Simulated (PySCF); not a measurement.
**Working out the excitation energy of Be⁺**

Be⁺ [He] 2s1 (2S) → Be⁺ [He] 2p1 (2P). All numbers are calculated (PySCF 2.14, no relativity, point nucleus, in aug-cc-pCVDZ (5s4p2d, 27 functions)). Frozen: nothing. Energies in hartree (1 hartree = 27.21139 eV):

| part | Be⁺ (lower) | Be⁺ (upper) |
| --- | --- | --- |
| UHF | -14.276618 | -14.129059 |
| CCSD correlation | -0.034536 | -0.034453 |
| (T) | -0.000005 | -0.000004 |

**Question.** What does Hartree-Fock give?

**Answer.** (-14.129059) − (-14.276618) = 0.147559 hartree = 4.015 eV.

**Question.** What do CCSD and CCSD(T) give?

**Answer.** The CCSD correlation energies differ by 0.000083 hartree = 0.002 eV and the triples by 0.000001 hartree = 0.000 eV, so CCSD gives 4.017 eV and CCSD(T) 4.017 eV.

Measured between the centres of the two terms (NIST): 3.959 eV, so CCSD(T) (valence and next inner shell) is off by 0.058 eV.

A double-zeta basis recovers only part of the correlation energy.

What remains against the reference includes basis incompleteness and higher excitations.
